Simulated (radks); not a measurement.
Values are calculated unless marked as measured or tabulated.
Spherical quantum dot in the effective-mass picture: electrons in a hard-walled sphere of radius 6, with a point charge +1 (a donor) at the centre, all in effective atomic units (hartree* = m*/eps^2 hartree, bohr* = eps/m* bohr), one dielectric constant everywhere. Level of theory: non-relativistic Kohn-Sham, exchange-only LDA, spin-polarised, spherical densities (a radial shooting solver with Libxc functionals). Levels are named by radial order and angular momentum (1s, 1p, 1d, 2s, ...), and open shells are averaged over m. Results are scaled to m* = 0.533 and eps = 10.8, for which hartree* = 124.3 meV and bohr* = 1.072 nm.

N = 4, configuration 1s2 1p(up 2, down 0). This is the lowest configuration that the search found. Occupied and some empty levels:

level    occupation  eigenvalue (meV)  <r> (nm)
1s up             1            80.012     2.801
1s down           1            84.437     2.284
1p up             2            101.08     3.979
1p down           0            112.25     3.919
2s up             0            115.52     3.034
2s down           0            120.84     3.410
1d up             0            121.57     4.291
1d down           0            133.40     4.283
1f up             0            146.92     4.499
1f down           0            158.85     4.507

Energy (meV): total 102.545, kinetic 132.51, external -236.12, Hartree 293.01, exchange-correlation -86.866.

Electron density:

r (nm)  n(r) (e/nm^3)
0.142          0.1747
0.464         0.09790
0.786         0.05706
1.11          0.03504
1.43          0.02293
1.75          0.01616
2.08          0.01229
2.40          0.01003
2.72         0.008645
3.04         0.007707
3.36         0.006946
3.69         0.006192
4.01         0.005361
4.33         0.004423
4.65         0.003413
4.98         0.002408
5.30         0.001492
5.62        0.0007601
5.94        0.0002659
6.27       0.00002923
